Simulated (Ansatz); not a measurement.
A nudged elastic band was laid between two geometries of CH5BClFO (10 atoms, charge 0, multiplicity 1).

Method: RKS PBE-D4/def2-mTZVP in Ansatz 0.2.0.

```yaml
movable_images: 9
climbing_image: yes
spring: 5.0 eV/Å²
optimiser: quadratic models (default)
start_path: through a guess of the saddle point
force_threshold: 0.05 eV/Å
iteration_limit: 60
end_points: relaxed
```

Initial state:

```xyz
10
Properties=species:S:1:pos:R:3
B -0.114 -0.216 0.453
C 0.134 0.335 1.907
H -0.683 0.091 2.602
H 1.073 -0.052 2.333
H 0.215 1.433 1.881
F 0.916 -0.171 -0.458
Cl -1.776 0.179 -0.317
O -0.281 -1.985 0.616
H 0.268 -2.334 -0.120
H -1.211 -2.147 0.340
```

Final state:

```xyz
10
Properties=species:S:1:pos:R:3
B -0.307 -0.704 -0.782
C 0.213 0.052 2.548
H -0.882 0.051 2.483
H 0.515 0.259 3.581
H 0.619 0.829 1.888
F 0.750 0.065 -1.035
Cl -1.931 0.028 -0.840
O -0.106 -2.016 -0.509
H -0.934 -2.503 -0.341
H 0.604 -0.927 2.245
```

Problem. What changes between the two ends?

Solution. Bonds broken: B1–C2, O8–H10. Bonds formed: C2–H10. CH5BClFO becomes BClFHO + CH4.

Problem. What energy profile does the band end with?

Solution. It converged. The highest image is number 4 of 0 to 10, 29.2 kcal/mol above the first end and 52.1 kcal/mol above the last; the last end lies 22.9 kcal/mol below the first. Neighbouring images differ by up to 1.4 eV, so the band resolves the path poorly. A vibrational analysis at the climbing image gives one clearly imaginary mode, 1286i cm⁻¹: a first-order saddle point. The orbitals stay closed-shell, which can raise the energy where a bond breaks towards radicals; this wasn't checked here.

```csv
image,path coordinate (Å),energy (kcal/mol),B1–C2 (Å),O8–H10 (Å),C2–H10 (Å)
0,0.00,0.0,1.57,0.98,3.23
1,0.77,0.4,1.58,0.98,2.92
2,1.53,0.8,1.58,0.98,2.63
3,2.30,4.3,1.60,0.98,2.12
4,3.06,29.2,1.79,1.28,1.39
5,3.77,-3.5,2.36,1.83,1.11
6,4.48,-19.3,2.90,2.26,1.09
7,5.18,-22.5,3.33,2.69,1.10
8,5.89,-22.7,3.57,3.00,1.10
9,6.60,-22.8,3.51,3.01,1.10
10,7.30,-22.9,3.45,3.05,1.10
```

Problem. What is the geometry of the highest image?

Solution. 
```xyz
10
Properties=species:S:1:pos:R:3
B -0.045 -0.392 0.140
C -0.005 0.024 1.885
H -0.883 -0.144 2.525
H 0.929 -0.153 2.439
H -0.019 1.097 1.647
F 1.058 0.120 -0.460
Cl -1.671 0.108 -0.562
O 0.047 -1.938 0.267
H -0.814 -2.334 0.019
H -0.055 -1.254 1.337
```

The run took 5.2 min on 4 threads of Arm Neoverse V1, on a shared host, peak memory 0.23 GiB.
